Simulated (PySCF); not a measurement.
Harmonic spectrum computed at PBE0 in the def2-TZVP basis family (core potentials from Rb on, PySCF, no spin–orbit coupling):

```json
{"symmetry": "a'", "ω (cm⁻¹)": "98", "IR (km/mol)": "3.6"}
{"symmetry": "a''", "ω (cm⁻¹)": "396", "IR (km/mol)": "95.3"}
{"symmetry": "a'", "ω (cm⁻¹)": "430", "IR (km/mol)": "129"}
{"symmetry": "a'", "ω (cm⁻¹)": "626", "IR (km/mol)": "113"}
{"symmetry": "a'", "ω (cm⁻¹)": "698", "IR (km/mol)": "130"}
{"symmetry": "a'", "ω (cm⁻¹)": "3983", "IR (km/mol)": "218"}
```

Problem. Which molecule gave it? In each, all ligands are bound to the one heavy central atom.
A. ZrF(OH) (triplet)
B. SiF(OH) (singlet)
C. WF(OH) (triplet)
D. SF(OH) (singlet)

Solution. A. It has Cs symmetry with O–H 0.954 Å, Zr–F 1.925 Å, Zr–O 1.923 Å.
